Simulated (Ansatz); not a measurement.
In(H2S)H3 (InH5S). Total charge 0; triplet. Geometry r2SCAN-D4/def2-TZVP, that of the neutral singlet; atoms count from 1.

Cartesian coordinates in Å:
```
In 0.203 -1.169 -0.302
S -0.697 1.521 -0.053
H -0.789 1.479 1.288
H 0.542 2.042 -0.004
H -1.347 -1.848 0.042
H 1.372 -1.051 0.967
H 0.716 -0.974 -1.939
```

In the def2 sets In takes a core potential; there is no spin–orbit coupling. At PBE0-D4/def2-TZVP a singlet of charge 0 lies 5.44 eV below the triplet at the same geometry.

(1) Estimate the Mulliken populations from the PBE0/def2-TZVP orbitals of Ansatz.

(2) Where does the spin sit?

## Answers

(1) 
```csv
atom,charge (e),spin (α − β)
In1,-0.31,1.19
S2,-0.19,0.01
H3,0.19,0.01
H4,0.19,0.01
H5,-0.03,0.10
H6,0.17,0.59
H7,-0.03,0.10
```
Mulliken values depend strongly on the basis.

(2) Summed by element: In 1.19, S 0.01, H 0.81, of 2 unpaired in all. Largest on single atoms: In1 1.19, H6 0.59, H5 0.10.
